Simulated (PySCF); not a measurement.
# Spin-rotation constants: `[F][Ni-2]([F])([F])([F])([F])[F]`, [F6Ni]2-, charge -2

Geometry:
| atom | x (Å) | y (Å) | z (Å) |
| --- | --- | --- | --- |
| Ni1 | 0.000 | 0.000 | 0.000 |
| F2 | -0.019 | -0.010 | 1.783 |
| F3 | 0.019 | 0.010 | -1.783 |
| F4 | 1.782 | 0.005 | 0.019 |
| F5 | -1.783 | -0.006 | -0.019 |
| F6 | -0.006 | 1.783 | 0.010 |
| F7 | 0.006 | -1.783 | -0.010 |

Total charge -2.

Method: PySCF 2.14.0, GIAO OLYP/def2-SVP (def2-TZVP on Ni) magnetisability, rotational g tensor and spin-rotation constants, non-relativistic, gas phase. Geometry: GFN2-xTB.

For an ion the centre-of-mass motion in the field is neglected. The highest occupied orbital is unbound at this level, so the values depend on the basis.

**Question.** Give the nuclear spin-rotation constants along the inertial axes (H = +C I·J) beside the isotropic shieldings.

**Answer.** Rotational constants 2.0930, 2.0927, 2.0920 GHz. A star marks the isotopologue with that one atom substituted, in its own axes.
```csv
atom,isotope,Caa (kHz),Cbb (kHz),Ccc (kHz),mean (kHz),σ (ppm)
F2,19F,0.821,0.821,0.821,0.821,410.9
F3,19F,0.830,0.830,0.830,0.830,410.2
F4,19F,0.808,0.808,0.808,0.808,412.0
F5,19F,0.823,0.823,0.823,0.823,410.8
F6,19F,0.833,0.833,0.832,0.833,410.0
F7,19F,0.821,0.821,0.821,0.821,410.9
Ni1,61Ni*,-14.162,-14.159,-14.154,-14.158,-10133.4
```
Where two moments of inertia are equal or nearly so, the constants along those axes are given as their average.
For the geometry as given, no vibrational averaging.
